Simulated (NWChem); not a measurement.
System meant: CH6AlFSi; SMILES [SiH3][Al]([F])[CH3]

The following NWChem deck was run.

```
start job
memory heap 200 mb stack 900 mb global 1100 mb
geometry units angstroms noautoz
  Al     0.083530    -0.532374    -0.001785
  F      1.663091    -1.090657     0.006833
  C     -1.319149    -1.879820    -0.001052
  H     -1.215195    -2.546172    -0.874346
  H     -2.332850    -1.450451    -0.019499
  H     -1.237299    -2.520292     0.893797
  Si    -0.150518     1.907653    -0.004364
  H     -1.584754     2.326462    -0.119241
  H      0.598528     2.525921    -1.145456
  H      0.392796     2.499453     1.261313
end
basis spherical
  * library def2-svp
end
dft
  xc pbe0
  iterations 4
  mulliken
end
task dft energy
```

End of the output:

```
    Atom       Charge   Shell Charges
 -----------   ------   -------------------------------------------------------
    1 Al  13    12.48   2.00  1.94  0.60  0.27  5.81  0.91  0.56  0.39
    2 F    9     9.24   1.98  1.01  0.77  3.21  2.27  0.00
    3 C    6     6.34   1.96  0.59  0.35  1.88  1.52  0.04
    4 H    1     0.95   0.62  0.26  0.07
    5 H    1     0.96   0.62  0.26  0.07
    6 H    1     0.95   0.62  0.26  0.07
    7 Si  14    13.87   2.00  1.94  0.70  0.39  5.82  1.35  1.52  0.16
    8 H    1     1.08   0.63  0.42  0.03
    9 H    1     1.07   0.63  0.42  0.03
   10 H    1     1.07   0.63  0.42  0.03

 center of mass
 --------------
 x =   0.14428520 y =  -0.05793361 z =  -0.00040854

 moments of inertia (a.u.)
 ------------------
         758.154948779791          -0.000000000000           0.000000000000
          -0.000000000000         319.075406077062          -0.000000000000
           0.000000000000          -0.000000000000        1044.975382544548

     Multipole analysis of the density
     ---------------------------------

     L   x y z        total         alpha         beta         nuclear
     -   - - -        -----         -----         ----         -------
     0   0 0 0     -0.000000    -24.000000    -24.000000     48.000000

     1   1 0 0     -0.688405     -0.344203     -0.344203      0.000000
     1   0 1 0     -0.132519     -0.066259     -0.066259      0.000000
     1   0 0 1     -0.003183     -0.001592     -0.001592      0.000000

     2   2 0 0    -32.777504   -101.259660   -101.259660    169.741817
     2   1 1 0      1.912563     -8.664878     -8.664878     19.242318
     2   1 0 1     -0.009714      0.007004      0.007004     -0.023722
     2   0 2 0    -32.438818   -229.035474   -229.035474    425.632131
     2   0 1 1      0.005523     -0.002423     -0.002423      0.010369
     2   0 0 2    -27.089428    -21.545726    -21.545726     16.002024

 ------------------------------------------------------------------------
 dft energy failed                                                                                  0
 ------------------------------------------------------------------------
 ------------------------------------------------------------------------
  current input line :
    23: task dft energy
 ------------------------------------------------------------------------
 ------------------------------------------------------------------------
 This type of error is most commonly associated with calculations not reaching convergence criteria
 ------------------------------------------------------------------------
 For more information see the NWChem manual at https://nwchemgit.github.io

0:dft energy failed:Received an Error in Communication
```

Problem. Can this run be used? If not, why, and what is the fix?

Solution. The run did not converge; its last values are not results. Cause: the SCF was allowed too few iterations. This input runs:
```
start job
memory heap 200 mb stack 900 mb global 1100 mb
geometry units angstroms noautoz
  Al     0.083530    -0.532374    -0.001785
  F      1.663091    -1.090657     0.006833
  C     -1.319149    -1.879820    -0.001052
  H     -1.215195    -2.546172    -0.874346
  H     -2.332850    -1.450451    -0.019499
  H     -1.237299    -2.520292     0.893797
  Si    -0.150518     1.907653    -0.004364
  H     -1.584754     2.326462    -0.119241
  H      0.598528     2.525921    -1.145456
  H      0.392796     2.499453     1.261313
end
basis spherical
  * library def2-svp
end
dft
  xc pbe0
  iterations 150
  mulliken
end
task dft energy
```
It converges to -672.89132 Ha (PBE0/def2-SVP).
